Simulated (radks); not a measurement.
Results of a calculation; reference values are marked as such.
Problem. Ionisation of the erbium ion Er24+, [Kr] 4d8, to [Kr] 4d7 as the strength of local exchange is varied. Code: a radial shooting solver on a logarithmic mesh with Libxc functionals. Model: scalar-relativistic Kohn-Sham, Slater X-alpha exchange (alpha = 2/3 is LDA exchange), no correlation, spin-polarised, spherical densities, point nucleus; open shells are filled with parallel spins first (spin-orbit coupling, left out, can overturn this in heavy ions).

alpha  E(Er24+) (hartree)  exchange (hartree)  IE (eV)  -e of the level emptied (eV)  <r> of it (bohr)
0.667         -12825.6638           -234.8715   855.77                   834.86 (4d)            0.5105
0.771         -12862.5013           -272.1178   864.70                   843.85 (4d)            0.5080
0.799         -12872.4336           -282.1745   867.12                   846.28 (4d)            0.5073
0.951         -12926.4594           -336.9811   880.28                   859.55 (4d)            0.5037
1.024         -12952.4705           -363.4309   886.65                   865.96 (4d)            0.5020
?             -12819.2967           -228.4421   854.23                   833.31 (4d)            0.5109

Which alpha was used in the last row?

Solution. alpha = 0.649. NIST Atomic Spectra Database: 853 +/- 4 eV (theoretical). The central value is not met in this range of alpha. Open shells are spherical and high-spin; term and fine-structure splittings are not resolved. Spin-orbit splitting is averaged out at the scalar-relativistic level.
